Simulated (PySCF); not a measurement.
Correlation energy of Cr⁺ (chromium, charge +1)

[Ar] 3d4 4p1, one real determinant (an excited configuration). Computed with PySCF 2.14 in def2-QZVPPD (11s6p5d3f2g, 93 functions), with the non-relativistic Hamiltonian (point nucleus). Frozen: [Ne]; 13 electrons correlated.

```tsv
level	correlation energy (mhartree)
CCSD	-376.95
(T)	-8.58
CCSD(T)	-385.53
```

Diagnostics: T1 = 0.010, D1 = 0.0416, largest double amplitude 0.026.

The real determinant used has ⟨L²⟩ near 8 against 12 for a pure F term, so it mixes terms.

Cost of the coupled-cluster step: of the order of 70 core-seconds, for 13 correlated electrons.

Iterations:

```
CC2 = 0
CCSD nocc = (np.int64(9), np.int64(4)), nmo = (88, 88)
frozen orbitals [[0, 1, 2, 3, 4], [0, 1, 2, 3, 4]]
max_cycle = 100
direct = 0
conv_tol = 1e-08
conv_tol_normt = 1e-06
diis_space = 8
diis_start_cycle = 0
Init t2, MP2 energy = -0.362349618010611
Init E_corr(UCCSD) = -0.362349618011167
cycle = 1  E_corr(UCCSD) = -0.371414465176883  dE = -0.00906484717  norm(t1,t2) = 0.0406402
cycle = 2  E_corr(UCCSD) = -0.375841019597801  dE = -0.00442655442  norm(t1,t2) = 0.0138072
cycle = 3  E_corr(UCCSD) = -0.376716587506637  dE = -0.000875567909  norm(t1,t2) = 0.00726309
cycle = 4  E_corr(UCCSD) = -0.377049072658176  dE = -0.000332485152  norm(t1,t2) = 0.00283507
cycle = 5  E_corr(UCCSD) = -0.376895737208063  dE = 0.00015333545  norm(t1,t2) = 0.00144882
cycle = 6  E_corr(UCCSD) = -0.376925381483931  dE = -2.96442759e-05  norm(t1,t2) = 0.000931213
cycle = 7  E_corr(UCCSD) = -0.3769664056783  dE = -4.10241944e-05  norm(t1,t2) = 0.000613842
cycle = 8  E_corr(UCCSD) = -0.376953182788679  dE = 1.32228896e-05  norm(t1,t2) = 0.000406684
cycle = 9  E_corr(UCCSD) = -0.376951175985871  dE = 2.00680281e-06  norm(t1,t2) = 0.000110221
cycle = 10  E_corr(UCCSD) = -0.376954280192275  dE = -3.1042064e-06  norm(t1,t2) = 2.44433e-05
cycle = 11  E_corr(UCCSD) = -0.376953921364317  dE = 3.58827958e-07  norm(t1,t2) = 9.52714e-06
cycle = 12  E_corr(UCCSD) = -0.376953935290058  dE = -1.39257414e-08  norm(t1,t2) = 5.15193e-06
cycle = 13  E_corr(UCCSD) = -0.376954005878194  dE = -7.05881359e-08  norm(t1,t2) = 1.90111e-06
cycle = 14  E_corr(UCCSD) = -0.376954031331804  dE = -2.54536097e-08  norm(t1,t2) = 7.29696e-07
cycle = 15  E_corr(UCCSD) = -0.376954029471371  dE = 1.86043275e-09  norm(t1,t2) = 2.77127e-07
UCCSD converged
E(UCCSD) = -1043.330923979866  E_corr = -0.3769540294713709
UCCSD(T) correction = -0.00857530264109869
```

The reference is one real determinant that mixes LS terms of this configuration.

This basis was not built for core-valence correlation, so the inner-shell part is incomplete.
